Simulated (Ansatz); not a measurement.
Ansatz (a first-principles code) input (B3LYP/3-21G): The .json file is the Basis Set Exchange's 3-21G.

Ansatz 0.2 input:
```yaml
crystal:
  periodic: [false, false, false]
  atoms:
    - {symbol: C, position_ang: [0.01425900, -0.00055500, -0.74078200]}
    - {symbol: O, position_ang: [0.00715200, 0.00561000, 0.56769200]}
    - {symbol: H, position_ang: [0.88752300, 0.26011200, 0.88741300]}
    - {symbol: H, position_ang: [-1.03029300, -0.30166700, -0.98425100]}
basis:
  gaussian:
    orbitals: 3-21G.json
hamiltonian:
  xc: {name: B3LYP}
output: {forces: true}
```

Output:

```
Functional definition: B3LYP
integrals: 0.00 GiB planned
252 factors; integrals over basis functions are off by at most 1.1e-3 eV
mean field: 0.05 GiB planned
mean field evaluation 1: about -3094.7493 eV, gradient 2.4e1 eV
mean field evaluation 2: about -3094.7005 eV, gradient 2.6e1 eV
mean field evaluation 4: about -3095.7812 eV, gradient 6.1e-1 eV
mean field evaluation 8: about -3095.7719 eV, gradient 9.3e-3 eV
mean field -3095.77193103 eV, -113.7675200757 hartree, gradient 4.8e-5 eV, S^2 0.000000; 0 other end points of the search recorded, 0 dependent functions left out
the calculation of the forces begins
reference -3095.77204340 eV, -113.7675242054 hartree; 8, 8 occupied and 14, 14 virtual orbitals, 252 factors
Total energy: -3095.77204340 eV, -113.7675242054 hartree
Atom 0 at     0.014259    -0.000555    -0.740782 Å, force     0.244907     0.056492    -2.193077 eV/Å
Atom 1 at     0.007152     0.005610     0.567692 Å, force    -0.899095    -0.247547     1.646263 eV/Å
Atom 2 at     0.887523     0.260112     0.887413 Å, force     1.077287     0.313105     0.658809 eV/Å
Atom 3 at    -1.030293    -0.301667    -0.984251 Å, force    -0.423098    -0.122050    -0.111995 eV/Å
Dipole moment:     0.083421     0.026111     0.348531 e Å
```

The geometry given is a B3LYP-D3(BJ)/def2-TZVP minimum.
